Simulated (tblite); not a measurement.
C8H15B.
Structure used (GFN2-xTB), in Å, numbered top down from 1:
```xyz
24
C8H15B angstrom
B      1.9886    1.2789   -0.5403
C      2.7423   -0.0246   -0.0889
C      1.8619   -1.2748    0.0124
C      0.5113   -0.9520    0.6443
C     -0.2897    0.0145   -0.2321
C     -1.6899    0.1946    0.3138
C     -2.7745   -0.7729   -0.0525
C     -2.8029    0.6248   -0.5927
C      0.4322    1.3656   -0.3428
H      2.5906    2.2114   -0.9197
H      3.1361    0.2021    0.9099
H      3.6229   -0.2462   -0.6965
H      2.3674   -2.0482    0.5971
H      1.6963   -1.6785   -0.9896
H     -0.0617   -1.8724    0.7812
H      0.6666   -0.5042    1.6290
H     -0.3657   -0.4199   -1.2352
H     -1.7110    0.5844    1.3258
H     -3.4988   -1.0525    0.6975
H     -2.5300   -1.5720   -0.7360
H     -2.5777    0.7654   -1.6392
H     -3.5464    1.3102   -0.2150
H     -0.0650    1.9786   -1.0984
H      0.2855    1.9073    0.6008
```

Computed with GFN2-xTB (tblite): harmonic, unscaled wavenumbers at the GFN2-xTB geometry, gas phase. This tight-binding method is rough: wavenumbers can miss measured ones by several per cent, in bad cases by 10 to 20. Modes of hydrogen on boron can be 10 to 20 % off. One conformer, not necessarily the lowest.

Harmonic wavenumbers (cm⁻¹): 68.0, 90.2, 142.1, 160.5, 229.5, 294.4, 366.4, 418.3, 447.5, 452.0, 498.9, 628.9, 662.0, 795.6, 808.9, 834.1, 844.3, 855.7, 897.1, 919.2, 945.1, 989.5, 995.2, 1005.6, 1026.4, 1050.2, 1070.6, 1076.1, 1107.5, 1110.9, 1126.2, 1144.1, 1158.6, 1183.5, 1201.4, 1210.2, 1229.4, 1261.7, 1269.1, 1291.4, 1308.2, 1319.8, 1349.3, 1354.8, 1406.3, 1443.4, 1458.3, 1458.6, 1490.3, 1495.4, 1504.3, 2617.1, 2907.7, 2913.5, 2926.6, 2950.0, 2959.8, 2970.4, 2971.9, 2976.0, 2977.7, 3026.7, 3085.6, 3086.4, 3087.3, 3105.4.

A = 3531, B = 1002, C = 836.1 MHz; mass 122.127 u (most abundant isotopes); point group C1, symmetry number 1.

Problem. What is the zero-point energy?

Solution. Half the sum of the wavenumbers: 46509 cm⁻¹ = 556.36 kJ/mol.

Problem. What is S at 273.15 K and 1 bar for an ideal gas of classical rigid rotors and harmonic oscillators?

Solution. Translation 166.96, rotation 120.56, vibration 90.45: S = 378.0 J/(mol K).

Problem. And Cp and H(273.15 K) − H(0)?

Solution. Cp = 147.03 J/(mol K), of which vibrations give 113.78 (their classical limit is 66 R = 548.8); H(273.15 K) − H(0) = 23.05 kJ/mol without the zero-point energy, 13.96 from vibrations.

Problem. Blend soft modes into free rotors: weight 1/[1 + (100 cm⁻¹/ν̃)⁴] for the oscillator and the rest for a rotor with moment μB/(μ + B), μ = h/(8π²ν), B = 10⁻⁴⁴ kg m². What vibrational entropy results?

Solution. 85.74 J/(mol K) in place of 90.45, which changes −T·S at 273.15 K by +1.29 kJ/mol.

Problem. Which modes carry the vibrational entropy at 273.15 K?

Solution. 68.0 cm⁻¹: 16.90; 90.2 cm⁻¹: 14.58; 142.1 cm⁻¹: 10.91; 160.5 cm⁻¹: 9.95; 229.5 cm⁻¹: 7.23; 294.4 cm⁻¹: 5.45 J/(mol K); the other 60 give 25.43 together.

Hindered rotation and anharmonicity are outside this model. Other conformers, if any are populated, would add a mixing term that is left out. The structure is chiral; the term R ln 2 for an equal mix with its mirror image is left out.
